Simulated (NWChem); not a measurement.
System: C$_{4}$H$_{8}$O; SMILES C(O)C1CC1

Excerpt of the output:

```
             Northwest Computational Chemistry Package (NWChem) 7.3.0
             --------------------------------------------------------

 CS  symmetry detected

                             Geometry "geometry" -> ""
                             -------------------------

 Output coordinates in angstroms (scale by  1.889725989 to convert to a.u.)

  No.       Tag          Charge          X              Y              Z
 ---- ---------------- ---------- -------------- -------------- --------------
    1 O                    8.0000     0.68616217     1.50542791     0.00000000
    2 C                    6.0000    -0.66454789     1.07442530     0.00000000
    3 C                    6.0000    -0.70781594    -0.43942437     0.00000000
    4 C                    6.0000     0.32984661    -1.23271528    -0.75688900
    5 C                    6.0000     0.32984661    -1.23271528     0.75688900
    6 H                    1.0000     0.68714196     2.47740358     0.00000000
    7 H                    1.0000    -1.21656400     1.45153991    -0.89840700
    8 H                    1.0000    -1.21656400     1.45153991     0.89840700
    9 H                    1.0000    -1.73708275    -0.83711216     0.00000000
   10 H                    1.0000     1.12600786    -0.65819899    -1.25446400
   11 H                    1.0000     0.00888972    -2.14390939    -1.28550000
   12 H                    1.0000     0.00888972    -2.14390939     1.28550000
   13 H                    1.0000     1.12600786    -0.65819899     1.25446400

 Effective nuclear repulsion energy (a.u.)     182.1976476996

      Symmetry information
      --------------------

 Group name             Cs
 Group number              2
 Group order               2
 No. of unique centers     9

                                 NWChem DFT Module
                                 -----------------

 Summary of "ao basis" -> "ao basis" (spherical)
 ------------------------------------------------------------------------------
       Tag                 Description            Shells   Functions and Types
 ---------------- ------------------------------  ------  ---------------------
 O                          def2-svp                 6       14   3s2p1d
 C                          def2-svp                 6       14   3s2p1d
 H                          def2-svp                 3        5   2s1p

      Symmetry analysis of basis
      --------------------------

        a'         67
        a"         43

            General Information
            -------------------
          SCF calculation type: DFT
          Wavefunction type:  closed shell.
          No. of atoms     :    13
          No. of electrons :    40
           Alpha electrons :    20
            Beta electrons :    20
          Charge           :     0
          Spin multiplicity:     1
          Use of symmetry is: on ; symmetry adaption is: on
          Maximum number of iterations: 150
          AO basis - number of functions:   110
                     number of shells:    54
          Convergence on energy requested:  1.00D-06
          Convergence on density requested:  1.00D-05
          Convergence on gradient requested:  5.00D-04

              XC Information
              --------------
                      r^2SCAN Method XC Functional
               r^2SCAN metaGGA Exchange Functional  1.000
                     r^2SCAN Correlation Potential  1.000

             Grid Information
             ----------------
          Grid used for XC integration:  medium
          Radial quadrature: Mura-Knowles
          Angular quadrature: Lebedev.
          Tag              B.-S. Rad. Rad. Pts. Rad. Cut. Ang. Pts.
          ---              ---------- --------- --------- ---------
          O                   0.60       49          11.0       434
          C                   0.70       49          10.0       434
          H                   0.35       45          12.0       434
          Grid pruning is: on
          Number of quadrature shells:   421
          Spatial weights used:  Erf1

      Superposition of Atomic Density Guess
      -------------------------------------

 Sum of atomic energies:        -229.18462805

      Non-variational initial energy
      ------------------------------

 Total energy =    -232.504863
 1-e energy   =    -669.717317
 2-e energy   =     255.014807
 HOMO         =      -0.314692
 LUMO         =       0.084618

      Symmetry analysis of molecular orbitals - initial
      -------------------------------------------------

  Numbering of irreducible representations:

     1 a'          2 a"

  Orbital symmetries:

     1 a'          2 a'          3 a"          4 a'          5 a'
     6 a'          7 a'          8 a'          9 a"         10 a'
    11 a'         12 a'         13 a'         14 a"         15 a'
    16 a"         17 a'         18 a"         19 a'         20 a"
    21 a'         22 a'         23 a'         24 a"         25 a"
    26 a'         27 a'         28 a"         29 a'         30 a"

   convergence    iter        energy       DeltaE   RMS-Dens  Diis-err
 ---------------- ----- ----------------- --------- --------- ---------
 d= 0,ls=0.0,diis     1   -232.0512767155 -4.14D+02  1.11D-02  5.16D-01
 d= 0,ls=0.0,diis     2   -232.0462016826  5.08D-03  6.89D-03  6.58D-01
 d= 0,ls=0.0,diis     3   -232.1060992970 -5.99D-02  1.49D-03  5.75D-02
 d= 0,ls=0.0,diis     4   -232.1113576109 -5.26D-03  3.66D-04  1.68D-03
 d= 0,ls=0.0,diis     5   -232.1115175514 -1.60D-04  1.02D-04  2.18D-04
  Resetting Diis
 d= 0,ls=0.0,diis     6   -232.1115438439 -2.63D-05  2.18D-05  3.89D-06
 d= 0,ls=0.0,diis     7   -232.1115442714 -4.28D-07  1.38D-05  6.31D-07
 d= 0,ls=0.0,diis     8   -232.1115441929  7.84D-08  8.01D-06  1.25D-06

         Total DFT energy =     -232.111544192919
      One electron energy =     -674.789188313211
           Coulomb energy =      293.569562591327
    Exchange-Corr. energy =      -33.089566170593
 Nuclear repulsion energy =      182.197647699558

 Numeric. integr. density =       39.999983006015

                  Occupations of the irreducible representations
                  ----------------------------------------------

                     irrep           alpha         beta
                     --------     --------     --------
                     a'               14.0         14.0
                     a"                6.0          6.0

                       DFT Final Molecular Orbital Analysis
                       ------------------------------------

 Vector   18  Occ=2.000000D+00  E=-2.612253D-01  Symmetry=a"
              MO Center=  5.5D-02, -1.2D-01,  2.8D-14, r^2= 2.9D+00
   Bfn.  Coefficient  Atom+Function         Bfn.  Coefficient  Atom+Function
  ----- ------------  ---------------      ----- ------------  ---------------
    34     -0.376539   3 C  pz                6      0.362369   1 O  pz
     9      0.271238   1 O  pz               37     -0.249488   3 C  pz
    46     -0.172506   4 C  px               60      0.172506   5 C  px
    47      0.168359   4 C  py               61     -0.168359   5 C  py
    96     -0.108769  11 H  s               101      0.108769  12 H  s

 Vector   19  Occ=2.000000D+00  E=-2.577706D-01  Symmetry=a'
              MO Center=  1.3D-01, -8.9D-01, -2.6D-14, r^2= 2.3D+00
   Bfn.  Coefficient  Atom+Function         Bfn.  Coefficient  Atom+Function
  ----- ------------  ---------------      ----- ------------  ---------------
    48      0.274983   4 C  pz               62     -0.274983   5 C  pz
    46      0.215070   4 C  px               60      0.215070   5 C  px
    32     -0.175361   3 C  px               51      0.165938   4 C  pz
    65     -0.165938   5 C  pz               47     -0.161047   4 C  py
    61     -0.161047   5 C  py               33      0.158691   3 C  py

 Vector   20  Occ=2.000000D+00  E=-2.254111D-01  Symmetry=a"
              MO Center=  2.8D-02,  8.7D-01, -1.8D-15, r^2= 2.7D+00
   Bfn.  Coefficient  Atom+Function         Bfn.  Coefficient  Atom+Function
  ----- ------------  ---------------      ----- ------------  ---------------
     6      0.469213   1 O  pz                9      0.359249   1 O  pz
    76      0.231393   7 H  s                81     -0.231393   8 H  s
    34      0.207430   3 C  pz               20     -0.194480   2 C  pz
    45     -0.182962   4 C  s                59      0.182962   5 C  s
    77      0.158100   7 H  s                82     -0.158100   8 H  s

 Vector   21  Occ=0.000000D+00  E= 5.170392D-02  Symmetry=a'
              MO Center= -2.0D-01,  1.2D+00, -6.0D-15, r^2= 6.5D+00
   Bfn.  Coefficient  Atom+Function         Bfn.  Coefficient  Atom+Function
  ----- ------------  ---------------      ----- ------------  ---------------
    17      0.978573   2 C  s                72     -0.794410   6 H  s
     3      0.570508   1 O  s                77     -0.567790   7 H  s
    82     -0.567790   8 H  s                87     -0.567191   9 H  s
    45      0.421627   4 C  s                59      0.421627   5 C  s
    97     -0.400676  11 H  s               102     -0.400676  12 H  s

 Vector   22  Occ=0.000000D+00  E= 8.161740D-02  Symmetry=a'
              MO Center= -2.7D-01, -3.6D-01,  2.8D-15, r^2= 7.4D+00
   Bfn.  Coefficient  Atom+Function         Bfn.  Coefficient  Atom+Function
  ----- ------------  ---------------      ----- ------------  ---------------
    87      0.990731   9 H  s                31     -0.844657   3 C  s
    97      0.630479  11 H  s               102      0.630479  12 H  s
    72     -0.574419   6 H  s                92     -0.507461  10 H  s
   107     -0.507461  13 H  s                 3      0.490952   1 O  s
    17     -0.383639   2 C  s                50      0.381654   4 C  py

[...]
```

Level: r2SCAN/def2-SVP, vertical spin-unrestricted ions. Geometry: optimised at PBE-D3(BJ)/def2-SVP. No frequency run checked for a minimum.

Q: Reconstruct the input file.

A: One answer among several that fit: the input that was run:
```
start job
memory heap 200 mb stack 900 mb global 1100 mb
geometry units angstroms noautoz
  O      0.688962     1.505796     0.000000
  C     -0.661564     1.074217     0.000000
  C     -0.704186    -0.439651     0.000000
  C      0.333815    -1.232499    -0.756889
  C      0.333815    -1.232499     0.756889
  H      0.689527     2.477772     0.000000
  H     -1.213741     1.451096    -0.898407
  H     -1.213741     1.451096     0.898407
  H     -1.733283    -0.837778     0.000000
  H      1.129731    -0.657643    -1.254464
  H      0.013247    -2.143830    -1.285500
  H      0.013247    -2.143830     1.285500
  H      1.129731    -0.657643     1.254464
end
basis spherical
  * library def2-svp
end
dft
  xc r2scan
  iterations 150
  vectors input atomic output neutral.movecs
end
task dft energy
charge 1
dft
  odft
  mult 2
  vectors input atomic output cation.movecs
end
task dft energy
```
